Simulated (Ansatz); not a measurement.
`C=[C]([AlH2])[SnH3]` and `C=[CH][SnH3]` differ in one atom or group.

Ansatz, PBE0-D4/def2-TZVP geometries, multiplicity 1. 

Elements past krypton have def2 core potentials.

| property | `C=[C]([AlH2])[SnH3]` |
| --- | --- |
| HOMO–LUMO gap (ωB97M-V/def2-TZVPP) / eV | 9.36 |
| HOMO–LUMO gap (PBE/def2-TZVPP) / eV | 3.58 |
| size of the dipole moment (ωB97M-V/def2-TZVPP) / D | 0.78 |
| size of the dipole moment (B3LYP/def2-TZVPP) / D | 0.82 |
| LUMO energy (B3LYP/def2-TZVPP) / eV | -2.03 |
| LUMO energy (ωB97M-V/def2-TZVPP) / eV | -0.10 |

(1) Give the same properties after the change, and the shifts. (Estimate.)

## Answers

(1) Computed: 
| property | `C=[CH][SnH3]` | shift |
| --- | --- | --- |
| HOMO–LUMO gap (ωB97M-V/def2-TZVPP) / eV | 11.83 | 2.47 |
| HOMO–LUMO gap (PBE/def2-TZVPP) / eV | 5.48 | 1.90 |
| size of the dipole moment (ωB97M-V/def2-TZVPP) / D | 0.59 | -0.19 |
| size of the dipole moment (B3LYP/def2-TZVPP) / D | 0.63 | -0.19 |
| LUMO energy (B3LYP/def2-TZVPP) / eV | -0.55 | 1.48 |
| LUMO energy (ωB97M-V/def2-TZVPP) / eV | 1.67 | 1.77 |

With PBE0 the HOMO falls by 0.57 eV and the LUMO rises by 1.50 eV, so the gap widens by about 2.07 eV. PBE moves the HOMO by -0.57 eV and ωB97M-V by -0.69 eV. Dipoles are sizes alone; their direction can turn.

B3LYP here is the variant with VWN-RPA as its local correlation; programs differ in this.
